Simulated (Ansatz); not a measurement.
`FB(F)OP` + `[SeH][SiH2][SeH]` → `P[Se][SiH2][SeH]` + `OB(F)F`  (ligand exchange at a P–O bond)

Calculated with Ansatz (gas phase, PBE0-D4/def2-TZVP geometries, no zero-point term in ΔE). CBS: MP2 limit from def2 TZ/QZ plus the TZ coupled-cluster correction, frozen cores. This one scheme is used for every species. DFT in def2-TZVPP. B3LYP here is the variant with VWN-RPA as its local correlation; programs differ in this. HSE06 is defined as in plane-wave codes. For Se outer-core shells are correlated without core-valence functions, which leaves a few kJ/mol of doubt a bond. Scalar relativity is left out up to krypton. Each species was taken in one conformer, which may not be the lowest.

`FB(F)OP`:

```xyz
7

F    -0.605   -1.340    1.334
B    -0.285   -0.056    1.265
F    -0.230    0.632    2.388
O    -0.005    0.554    0.100
P    -0.194   -0.116   -1.420
H     0.228    1.044   -2.122
H     1.091   -0.719   -1.545
```

`[SeH][SiH2][SeH]`:

Cartesian coordinates in Å:
```
Se -1.037 -1.677 0.272
Si 0.541 -0.169 -0.366
Se 0.142 1.957 0.333
H -0.893 -1.340 1.695
H 1.879 -0.474 0.196
H 0.558 -0.289 -1.843
H -1.189 1.992 -0.287
```

`P[Se][SiH2][SeH]`:

Cartesian coordinates in Å:
```
P 2.150 -0.698 0.182
Se 0.403 0.323 1.217
Si -0.825 0.421 -0.699
Se -2.937 1.083 -0.187
H 3.164 0.146 0.703
H 2.361 -1.699 1.165
H -0.797 -0.908 -1.357
H -0.321 1.459 -1.630
H -3.197 -0.127 0.606
```

`OB(F)F`:

Z-matrix (Å, degrees):
```
B
O 1 1.345
F 1 1.327 2 122.2
F 1 1.317 2 119.5 3 -180.0
H 2 0.960 1 113.5 3 -0.0
```

```csv
level,ΔE (kJ/mol),difference from CCSD(T)/CBS
LDA (SPW92),-49.6,-1.1
PBE-D4,-56.0,-7.5
revPBE-D4,-57.7,-9.2
BLYP-D4,-44.9,3.6
r2SCAN-D4,-48.9,-0.4
B97M-V,-42.8,5.7
PBE0-D4,-55.0,-6.5
r2SCANh-D4,-49.4,-0.9
r2SCAN0-D4,-50.0,-1.5
HSE06-D4,-55.4,-6.9
BHLYP-D4,-41.7,6.8
CAM-B3LYP-D4,-35.1,13.4
ωB97M-V,-41.4,7.1
B2PLYP,-41.9,6.6
PBE-QIDH,-51.7,-3.2
PBE,-52.5,-4.0
revPBE,-52.7,-4.2
BLYP,-38.1,10.4
r2SCAN,-48.1,0.4
PBE0,-51.8,-3.3
B3LYP,-38.1,10.4
r2SCANh,-48.4,0.1
r2SCAN0,-48.9,-0.4
HSE06,-52.3,-3.8
BHLYP,-34.7,13.8
CAM-B3LYP,-31.6,16.9
RPA@PBE/def2-TZVPP,-37.5,11.0
HF/def2-SVP,-33.6,14.9
MP2/def2-SVP,-49.2,-0.7
CCSD/def2-SVP,-40.7,7.8
CCSD(T)/def2-SVP,-42.4,6.1
HF/def2-TZVPP,-27.1,21.4
MP2/def2-TZVPP,-52.3,-3.8
SCS-MP2/def2-TZVPP,-43.6,4.9
CCSD/def2-TZVPP,-40.7,7.8
CCSD(T)/def2-TZVPP,-44.3,4.2
MP2/def2-QZVPP,-54.1,-5.6
SCS-MP2/def2-QZVPP,-45.4,3.1
HF/CBS(def2),-25.2,23.3
CCSD/CBS(def2),-44.9,3.6
CCSD(T)/CBS,-48.5,0
```

Largest T1 diagnostic among the species: 0.013.

Leaving LDA and LC-ωPBE aside and taking each functional with its dispersion term where it has one, the values spread over 22.6 kJ/mol, from revPBE-D4 to CAM-B3LYP-D4. At CCSD(T), def2-SVP lies +6.1 kJ/mol from the extrapolated value and def2-TZVPP +4.2 kJ/mol. From BLYP to BHLYP (50 % exact exchange), in def2-TZVPP and without D4, ΔE moves by +3.4 kJ/mol.
